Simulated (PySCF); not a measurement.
**Successive ionisation energies of silver**

Calculated with PySCF 2.14, two-component X2C-1e (Gaussian nucleus, no Breit or QED terms), each ion in its own even-tempered basis; GMP2 freezes the deep shells of the larger ions and drops the highest virtual spinors; eV.

| ion | configuration | GHF (spin-free) | GHF (screened spin-orbit) | GMP2 (screened spin-orbit) | NIST | kind |
| --- | --- | --- | --- | --- | --- | --- |
| Ag³⁵⁺ | [Ne] 3s2 | 2296.0 | 2295.9 | 2299.2 | 2302 ± 3 | semi-empirical |
| Ag³⁶⁺ | [Ne] 3s1 | 2371.9 | 2371.8 | 2372.5 | 2371.99 ± 0.07 | semi-empirical |
| Ag³⁷⁺ | [Ne] | 5612.4 | 5554.5 | 5556.0 | 5558 ± 3 | semi-empirical |
| Ag³⁸⁺ | [He] 2s2 2p5 | 5803.2 | 5750.7 | 5752.2 | 5753 ± 9 | semi-empirical |
| Ag³⁹⁺ | [He] 2s2 2p4 | 5996.6 | 5967.6 | 5967.2 | 5966 ± 12 | semi-empirical |
| Ag⁴⁰⁺ | [He] 2s2 2p3 | 6257.0 | 6172.0 | 6171.5 | 6170 ± 40 | semi-empirical |
| Ag⁴¹⁺ | [He] 2s2 2p2 | 6456.7 | 6566.6 | 6568.9 | 6551 ± 7 | semi-empirical |
| Ag⁴²⁺ | [He] 2s2 2p1 | 6659.3 | 6796.3 | 6794.8 | 6785 ± 5 | semi-empirical |
| Ag⁴³⁺ | [He] 2s2 | 7081.1 | 7081.1 | 7087.3 | 7082 ± 7 | semi-empirical |
| Ag⁴⁴⁺ | [He] 2s1 | 7276.5 | 7276.5 | 7276.7 | 7271.3 | theoretical |
| Ag⁴⁵⁺ | 1s2 | 30141.5 | 30141.5 | 30143.0 | 30097.3 | theoretical |
| Ag⁴⁶⁺ | 1s1 | 30993.6 | 30993.6 | 30993.6 | 30965.8 | theoretical |

Q: Where is the largest relative jump?

A: From Ag⁴⁴⁺ to Ag⁴⁵⁺: 7276.7 to 30143.0 eV, where the electron removed from 1s2 comes from a deeper shell or subshell.
